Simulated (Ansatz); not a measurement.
Basis-set extrapolation for CH₃BFNO₂ (`NC(=O)B(O)F`) (PBE0-D4/def2-TZVP geometry, frozen core, Ansatz). Multiplicity 1, RHF reference.

|  | def2-TZVPP | def2-QZVPP |
| --- | --- | --- |
| HF | -368.213897 | -368.230603 |
| MP2 correlation | -1.168597 | -1.262861 |
| CCSD(T) correlation | -1.225934 | not run |

Energies in hartree. Use E(X) = E(∞) + A·exp(−7.88·√X) for Hartree–Fock and E(X) = E(∞) + B·X^(−2.97) for correlation, with X = 3 and 4, and add CCSD(T) minus MP2 of the smaller set to the MP2 limit.

Problem. What is the CCSD(T) energy at the basis-set limit?

Solution. HF limit: -368.230603 + (-0.016706) × 0.13774 = -368.23290. MP2 limit: -1.262861 + (-0.094264) × 0.74074 = -1.33269. Higher-order term: -1.225934 − (-1.168597) = -0.05734. Total: -369.62293 hartree, 114.9 kcal/mol below CCSD(T)/def2-TZVPP.
